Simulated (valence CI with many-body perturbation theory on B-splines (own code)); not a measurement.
E1 line list for Ca⁵⁺

Method: relativistic CI+MBPT: five valence electrons over a frozen Dirac-Fock core [Ne], radial functions for each j: 11 s, 11 p, 10 d, 8 f, 5 g, 2 h, with the one-electron correlation potential Σ1, the two-electron term Σ2, the three-electron term Σ3, Breit, model QED; selected CI, second order for the rest, scaled by the run's own slope (own B-spline code, finite nucleus).

Against 6 measured levels this calculation errs by 111 cm⁻¹ on average and by 180 at most. These come from a selection out of Sugar and Corliss, J. Phys. Chem. Ref. Data 8, 865 (1979). Levels without a partner in it may be off by more. Among the levels kept, up to 3400 cm⁻¹ of a level comes from second order outside the variational space, and about a tenth of that is noise between levels of different J, which matters for small intervals.

Lines 51 to 100 of 576 in falling wavelength, among levels below 564500 cm⁻¹, chosen from the strongest by gf and those to the six lowest levels. Wavelengths and rates use the calculated energies, so an error of 100 cm⁻¹ moves a line at 642.1 Å by 0.064 % and its rate by three times that or more. Electric multipoles are in the length gauge, E1 and E2 with the static RPA response of the core. Weak lines are less certain than strong ones. Lines between different terms over intervals too small for the method are left out, as are lines whose strength nearly cancels. Where a level lies close to another of its J and parity, the split of strength between their lines is uncertain.

Names give the largest LS component (configuration and term), which can be under half, so a name can repeat, a term be missing and a line seem to break the LS rules; names also repeat where a configuration has a term twice. Letters in brackets count levels of one name in rising energy.

```tsv
λ vac (Å)	λ from measured levels	Upper	Lower	A (s⁻¹)	log gf	Branch %
1487		3s²3p²4p ²P°_1/2 [d]	3s²3p²4s ²D_3/2	3.55e+08	-0.63	1.5
1467		3s²3p²4p ²P°_3/2 [c]	3s²3p²4s ²D_3/2	1.62e+08	-0.68	1.4
1466		3s²3p²4p ²P°_3/2 [c]	3s²3p²4s ²D_5/2	4.44e+08	-0.24	3.9
1411		3s²3p²4p ²D°_5/2 [c]	3s²3p²4s ²P_3/2	3.38e+08	-0.22	2.8
1365		3s²3p²4p ²D°_3/2 [b]	3s²3p²4s ²P_1/2	2.83e+08	-0.50	3.0
1236		3s²3p²4p ²P°_3/2 [c]	3s²3p²4s ²P_3/2	3.23e+08	-0.53	2.8
1213		3s²3p²4p ²P°_1/2 [d]	3s²3p²4s ²P_1/2	2.03e+08	-1.05	0.9
779.6		3s3p⁴ ⁴P_5/2	3s²3p³ ²D°_5/2	1.01e+06	-3.26	0.2
710.2		3p⁵ ²P°_3/2	3s²3p²3d ²P_3/2 [a]	7.09e+08	-0.67	29.7
695.0		3s3p³3d ⁴F°_9/2 [a]	3s²3p²3d ⁴F_9/2	2.65e+08	-0.72	72.3
691.9		3s3p³3d ⁴F°_7/2 [a]	3s²3p²3d ⁴F_7/2	2.37e+08	-0.87	62.8
689.6		3s3p³3d ⁴F°_5/2 [a]	3s²3p²3d ⁴F_5/2	2.29e+08	-1.01	59.3
676.1		3s3p⁴ ²D_3/2	3s²3p³ ²P°_3/2	1.48e+06	-3.39	0.1
675.2		3s3p⁴ ²D_5/2	3s²3p³ ²P°_3/2	1.30e+08	-1.27	12.8
673.6		3s3p⁴ ²D_3/2	3s²3p³ ²P°_1/2	8.61e+07	-1.63	8.1
653.0		3s3p³3d ⁴P°_5/2 [b]	3s²3p²3d ⁴P_5/2	3.53e+08	-0.87	0.9
642.1	641.9	3s3p⁴ ⁴P_5/2	3s²3p³ ⁴S°_3/2	5.14e+08	-0.72	99.7
634.1	633.8	3s3p⁴ ⁴P_3/2	3s²3p³ ⁴S°_3/2	5.29e+08	-0.89	99.9
629.9	629.6	3s3p⁴ ⁴P_1/2	3s²3p³ ⁴S°_3/2	5.39e+08	-1.19	99.9
626.3		3s3p³3d ²D°_3/2 [c]	3s²3p²3d ²F_5/2 [b]	4.98e+08	-0.93	1.9
621.5		3s²3p²4p ²D°_5/2 [b]	3s²3p²3d ²F_7/2 [b]	5.45e+08	-0.72	2.2
618.3		3s3p³3d ²F°_5/2 [c]	3s²3p²3d ²F_5/2 [b]	2.69e+08	-1.03	0.8
616.1		3s3p³3d ²F°_7/2 [c]	3s²3p²3d ²F_7/2 [b]	2.95e+08	-0.87	0.8
609.9		3s3p³3d ⁴G°_11/2	3s²3p²3d ⁴F_9/2	1.11e+09	-0.13	99.9
609.0		3s3p³3d ²D°_3/2 [b]	3s²3p²3d ²P_1/2 [b]	3.91e+08	-1.06	4.0
605.6		3s3p³3d ⁴G°_9/2	3s²3p²3d ⁴F_7/2	1.05e+09	-0.24	92.5
602.9		3s3p³3d ²D°_5/2 [b]	3s²3p²3d ²P_3/2 [b]	5.02e+08	-0.78	5.3
602.8		3s3p⁴ ²D_3/2	3s²3p³ ²D°_5/2	5.45e+07	-1.92	5.2
602.4		3s3p³3d ⁴G°_7/2	3s²3p²3d ⁴F_5/2	9.97e+08	-0.36	87.0
602.1		3s3p⁴ ²D_5/2	3s²3p³ ²D°_5/2	8.54e+08	-0.56	83.7
602.0		3s3p³3d ⁴D°_7/2 [c]	3s²3p²3d ⁴P_5/2	2.84e+08	-0.91	0.6
601.3		3s3p⁴ ²D_3/2	3s²3p³ ²D°_3/2	9.16e+08	-0.70	86.6
600.6		3s3p⁴ ²D_5/2	3s²3p³ ²D°_3/2	3.52e+07	-1.94	3.4
600.3		3s3p³3d ⁴G°_5/2	3s²3p²3d ⁴F_3/2	9.96e+08	-0.49	86.3
589.3		3s3p³3d ²F°_7/2 [d]	3s²3p²3d ²D_5/2 [c]	2.00e+08	-1.08	0.7
588.0		3p⁵ ²P°_3/2	3s3p⁴ ²D_5/2	1.30e+09	-0.57	54.4
585.1		3s²3p²4p ²P°_3/2 [b]	3s²3p²3d ²S_1/2	5.89e+08	-0.92	5.7
584.7		3s3p³3d ²G°_9/2 [a]	3s²3p²3d ²F_7/2 [a]	1.70e+08	-1.06	33.9
576.9		3p⁵ ²P°_1/2	3s3p⁴ ²D_3/2	1.36e+09	-0.87	58.0
574.3		3s3p³3d ²G°_9/2 [a]	3s²3p²3d ⁴D_7/2	2.91e+08	-0.84	58.1
572.0		3s3p³3d ²G°_7/2 [a]	3s²3p²3d ²F_5/2 [a]	3.98e+08	-0.81	77.7
568.5		3s3p³3d ²P°_3/2 [a]	3s²3p²3d ²P_3/2 [b]	5.76e+08	-0.95	1.5
567.8		3s²3p²4p ²P°_3/2 [c]	3s²3p²3d ²D_5/2 [c]	9.02e+08	-0.76	7.9
563.8		3s²3p²3d ²P_3/2 [a]	3s²3p³ ²P°_3/2	1.82e+08	-1.46	6.6
562.0		3s²3p²3d ²P_3/2 [a]	3s²3p³ ²P°_1/2	6.00e+07	-1.94	2.2
560.6		3s²3p²4p ²D°_5/2 [c]	3s²3p²3d ²F_7/2 [b]	1.54e+09	-0.36	12.9
559.8		3s²3p²4p ²D°_3/2 [b]	3s²3p²3d ²F_5/2 [b]	1.66e+09	-0.50	17.4
557.4		3s²3p²3d ²P_1/2 [a]	3s²3p³ ²P°_3/2	8.20e+07	-2.12	2.9
555.7		3s²3p²3d ²P_1/2 [a]	3s²3p³ ²P°_1/2	3.61e+08	-1.48	12.6
554.1		3s3p³3d ⁴P°_3/2 [a]	3s²3p²3d ⁴D_5/2	7.23e+08	-0.88	19.2
```

(1) How does gf follow from A for the line at 1467 Å?

Results:

(1) gf = 1.4992 × (2J+1)_upper × A / σ², with σ = 68150 cm⁻¹ and 2J+1 = 4: gf = 0.209.
